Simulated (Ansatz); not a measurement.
One change: `[OH][Zn][N]([SiH3])[SiH3]` becomes `[SiH3][N]([SiH3])[ZnH]`.

Ansatz, PBE0-D4/def2-TZVP geometries, multiplicity 1. Each molecule was computed in one conformer, which needn't be the lowest.

Scalar relativity is left out up to krypton.

```
                                                                                  property  `[OH][Zn][N]([SiH3])[SiH3]`
                                                     HOMO–LUMO gap (B3LYP/def2-TZVPP) / eV                         5.83
ideal-gas entropy at 298 K and 1 bar (rigid rotor, harmonic PBE0-D4/def2-TZVP) / J/(mol·K)                          421
                                                       HOMO–LUMO gap (PBE/def2-TZVPP) / eV                         4.17
                                                      HOMO–LUMO gap (PBE0/def2-TZVPP) / eV                         6.32
                                                     LUMO energy (ωB97M-V/def2-TZVPP) / eV                         0.42
                                                        LUMO energy (PBE0/def2-TZVPP) / eV                        -1.23
```

Task: What does the change do to each property? (An estimate is asked.)

Result: Computed: 
```tsv
property	`[SiH3][N]([SiH3])[ZnH]`	shift
HOMO–LUMO gap (B3LYP/def2-TZVPP) / eV	6.39	0.56
ideal-gas entropy at 298 K and 1 bar (rigid rotor, harmonic PBE0-D4/def2-TZVP) / J/(mol·K)	372	-49
HOMO–LUMO gap (PBE/def2-TZVPP) / eV	4.73	0.56
HOMO–LUMO gap (PBE0/def2-TZVPP) / eV	6.83	0.51
LUMO energy (ωB97M-V/def2-TZVPP) / eV	0.86	0.44
LUMO energy (PBE0/def2-TZVPP) / eV	-0.60	0.63
```

With PBE0 the HOMO rises by 0.11 eV and the LUMO rises by 0.63 eV, so the gap widens by about 0.52 eV. PBE moves the HOMO by 0.08 eV and ωB97M-V by 0.12 eV. The zero-point energy changes by -17.1 kJ/mol with -3 modes.

Positive LUMOs are unbound, so they and the gaps depend on the basis.

B3LYP here is the variant with VWN-RPA as its local correlation; programs differ in this.
